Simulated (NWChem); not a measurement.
# HSO$_{4}$ anion

```xyz
6

O      0.7129    -0.4921     1.2535
S     -0.0111    -0.1564    -0.0027
O      0.7663    -0.4408    -1.2400
O     -1.4390    -0.5393    -0.0404
O     -0.1182     1.5531     0.0282
H      0.8009     1.8549     0.0328
```
Atoms are numbered in this order, from 1.

Computed with NWChem. Medium grid unless said otherwise, to which SCAN and Minnesota functionals are sensitive. Structure relaxed at the B3LYP/def2-SVPD level. Not confirmed as a minimum by frequencies.

Order these by “highest occupied level (eV)”, lowest first: PBE/def2-SVPD; TPSSh/def2-SVPD; B3LYP/def2-SVPD; MN15/def2-SVPD; LC-wPBE (HJS exchange hole, range parameter 0.4 per bohr)/def2-SVPD.

LC-wPBE (HJS exchange hole, range parameter 0.4 per bohr)/def2-SVPD (-5.53), MN15/def2-SVPD (-3.58), B3LYP/def2-SVPD (-2.48), TPSSh/def2-SVPD (-1.79), PBE/def2-SVPD (-1.06)
